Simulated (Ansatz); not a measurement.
Consider the ligand exchange at a Y–C bond: `[CH3][Y]([F])[Cl]` + H–F → `[F][Y]([F])[Cl]` + CH₄.

Calculated with Ansatz (gas phase, PBE0-D4/def2-TZVP geometries, no zero-point term in ΔE). CCSD(T)/CBS adds triple-zeta CCSD(T) − MP2 to the extrapolated MP2 energy (def2 sets, frozen cores). This one scheme is used for every species. DFT in def2-TZVPP. def2 core potentials past Kr. For Y outer-core shells are correlated without core-valence functions, which leaves a few kJ/mol of doubt a bond.

| level | ΔE (kJ/mol) |
| --- | --- |
| LC-ωPBE | -267.9 |
| MP2/def2-QZVPP | -256.2 |

Question: What does CCSD(T)/CBS give? (Best estimate.)

Answer: The calculation gave: -253.9 kJ/mol. The listed levels differ from it by -14.0, -2.3 kJ/mol.

Largest T1 diagnostic among the species: 0.014.

From PBE to PBE0 (25 % exact exchange), in def2-TZVPP and without D4, ΔE moves by +3.3 kJ/mol. At CCSD(T), def2-SVP lies −32.6 kJ/mol from the extrapolated value and def2-TZVPP +4.1 kJ/mol. In def2-TZVPP, CCSD(T) changes the Hartree–Fock value by +19.4 kJ/mol (the triples alone add +1.2 kJ/mol) and MP2 by +16.9 kJ/mol.
